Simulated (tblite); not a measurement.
Compound: CH6Cl2P2Si2.
SMILES with atom numbers: `[Cl:1][CH:2]([Cl:3])[SiH:4]1[PH:5][SiH2:6][PH:7]1` (hydrogens: H8 on C2; H9 on Si4; H10 on P5; H11, H12 on Si6; H13 on P7)

Computed with GFN2-xTB (tblite), gas phase: L-BFGS steps from a force-field or distance-geometry start until the largest atomic force falls under 0.01 eV/Å.

Step 13: E = -619.9239 eV
```
atom  x, y, z in Å  |  force x, y, z in eV/Å
Cl1     3.3598    0.3958   -0.0630   -0.034   0.053   0.059
C2      1.8252    0.6875    0.7713   -0.032  -0.110   0.035
Cl3     1.0701    2.1674    0.1639    0.101  -0.020   0.050
Si4     0.6552   -0.7799    0.3429   -0.036  -0.020   0.017
P5     -1.3195   -0.3795    1.3998    0.035   0.022  -0.081
Si6    -1.8428    0.4707   -0.6553    0.009   0.044   0.020
P7      0.0401   -0.2092   -1.7490   -0.083   0.024  -0.028
H8      2.0348    0.8261    1.8291    0.056   0.058  -0.035
H9      1.3749   -2.0238    0.6202   -0.026  -0.005   0.003
H10    -1.8332   -1.6394    1.1470    0.053  -0.018  -0.015
H11    -1.8061    1.9184   -0.5055   -0.073   0.110  -0.057
H12    -3.1032    0.0293   -1.2537    0.038  -0.099   0.046
H13    -0.4597   -1.4629   -2.0654   -0.009  -0.038  -0.014
```

Step 14: E = -619.9266 eV
```
atom  x, y, z in Å  |  force x, y, z in eV/Å
Cl1     3.3589    0.3938   -0.0629   -0.026   0.051   0.069
C2      1.8258    0.6849    0.7734   -0.014  -0.054   0.020
Cl3     1.0718    2.1664    0.1650    0.101  -0.025   0.059
Si4     0.6560   -0.7766    0.3425   -0.018  -0.117  -0.003
P5     -1.3155   -0.3754    1.3967   -0.016  -0.038  -0.040
Si6    -1.8427    0.4736   -0.6550   -0.061   0.070  -0.023
P7      0.0386   -0.2070   -1.7495   -0.077  -0.010  -0.043
H8      2.0330    0.8237    1.8314    0.069   0.058  -0.031
H9      1.3733   -2.0255    0.6211   -0.052   0.044  -0.010
H10    -1.8269   -1.6394    1.1430    0.069   0.040  -0.002
H11    -1.8103    1.9248   -0.5090   -0.076   0.052  -0.062
H12    -3.1046    0.0203   -1.2515    0.098  -0.066   0.074
H13    -0.4619   -1.4631   -2.0629    0.003  -0.006  -0.008
```

Step 15: E = -619.9299 eV
```
atom  x, y, z in Å  |  force x, y, z in eV/Å
Cl1     3.3574    0.3927   -0.0612    0.002   0.035   0.066
C2      1.8260    0.6804    0.7765    0.010   0.019   0.007
Cl3     1.0762    2.1648    0.1676    0.081  -0.021   0.059
Si4     0.6561   -0.7748    0.3416   -0.003  -0.180  -0.041
P5     -1.3111   -0.3709    1.3923   -0.065  -0.084   0.012
Si6    -1.8434    0.4789   -0.6548   -0.115   0.091  -0.062
P7      0.0354   -0.2043   -1.7512   -0.059  -0.047  -0.040
H8      2.0325    0.8222    1.8337    0.074   0.043  -0.015
H9      1.3706   -2.0272    0.6222   -0.069   0.074  -0.020
H10    -1.8179   -1.6391    1.1380    0.071   0.087   0.006
H11    -1.8171    1.9340   -0.5147   -0.076  -0.015  -0.065
H12    -3.1046    0.0076   -1.2473    0.142  -0.030   0.096
H13    -0.4645   -1.4638   -2.0602    0.008   0.029  -0.004
```

Question: Estimate the geometry and energy of step 16. (The exact step hangs on the optimiser's Hessian estimate; all steps are aligned on step 15, rigid shifts and turns removed.)

Answer: E = -619.9341 eV, largest force 0.188 eV/Å
```
atom  x, y, z in Å  |  force x, y, z in eV/Å
Cl1     3.3557    0.3919   -0.0577    0.049   0.006   0.051
C2      1.8262    0.6744    0.7806    0.029   0.082  -0.004
Cl3     1.0836    2.1624    0.1723    0.037  -0.002   0.049
Si4     0.6554   -0.7752    0.3391    0.007  -0.171  -0.079
P5     -1.3064   -0.3658    1.3871   -0.095  -0.094   0.058
Si6    -1.8459    0.4873   -0.6556   -0.125   0.084  -0.079
P7      0.0302   -0.2012   -1.7545   -0.031  -0.072  -0.015
H8      2.0335    0.8211    1.8366    0.068   0.013   0.008
H9      1.3661   -2.0289    0.6234   -0.069   0.071  -0.025
H10    -1.8045   -1.6372    1.1312    0.048   0.102   0.009
H11    -1.8277    1.9462   -0.5236   -0.075  -0.076  -0.065
H12    -3.1025   -0.0101   -1.2401    0.153   0.005   0.101
H13    -0.4681   -1.4643   -2.0565    0.004   0.053  -0.009
```

The energy changes by -0.0042 eV. The first-order estimate −F·Δx gives -0.0057 eV and the mean of the old and new forces, exact on a quadratic surface, -0.0041 eV. The step makes an angle of 68° with the force vector and moves no atom by more than 0.019 Å.

The cost below is that of the whole relaxation. Hardware: an Arm Neoverse N1 with one thread, no GPU, shared host. Cost: 1.4 s of wall time.
